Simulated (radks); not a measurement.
Values are calculated unless marked as measured or tabulated.
The barium ion Ba+, 55 electrons, occupied as [Xe] 6s1. Code: a radial shooting solver on a logarithmic mesh with Libxc functionals. Model: scalar-relativistic Kohn-Sham, PBE, spin-polarised, spherical densities, finite nucleus; open shells are filled with parallel spins first (spin-orbit coupling, left out, can overturn this in heavy ions); Fermi nuclear charge, rms radius 4.8378 fm.

Radial electron density D(r) = 4 pi r^2 rho(r):

| r (bohr) | D(r) (e/bohr) | spin D(r) |
|---|---|---|
| 0.002251 | 9.230 | 0.000450 |
| 0.003051 | 14.69 | 0.000708 |
| 0.004135 | 22.65 | 0.00107 |
| 0.005604 | 33.46 | 0.00154 |
| 0.007656 | 47.01 | 0.00205 |
| 0.01038 | 60.56 | 0.00239 |
| 0.01406 | 70.62 | 0.00226 |
| 0.01906 | 73.17 | 0.00138 |
| 0.02583 | 68.27 | -0.00000479 |
| 0.03529 | 64.19 | -0.000568 |
| 0.04782 | 72.75 | 0.00147 |
| 0.06481 | 90.46 | 0.00494 |
| 0.08784 | 94.14 | 0.00436 |
| 0.12 | 76.12 | -0.000390 |
| 0.1626 | 70.74 | 0.00369 |
| 0.2204 | 81.85 | 0.0110 |
| 0.2987 | 63.07 | 0.00157 |
| 0.4048 | 31.47 | 0.00906 |
| 0.5531 | 31.39 | 0.0221 |
| 0.7496 | 29.16 | -0.00249 |
| 1.016 | 14.20 | 0.0395 |
| 1.377 | 7.860 | 0.0577 |
| 1.881 | 5.389 | -0.0120 |
| 2.549 | 2.176 | 0.111 |
| 3.455 | 0.6585 | 0.306 |
| 4.682 | 0.2855 | 0.262 |
| 6.345 | 0.08348 | 0.0830 |
| 8.669 | 0.008366 | 0.00836 |
| 11.75 | 0.0002086 | 0.000209 |

D(r) has 4 maxima, at r = 0.0179, 0.0792, 0.224, 0.629 bohr, and minima at 0.0344, 0.148, 0.460 bohr, inside which lie 1.96, 11.16, 28.92 electrons.
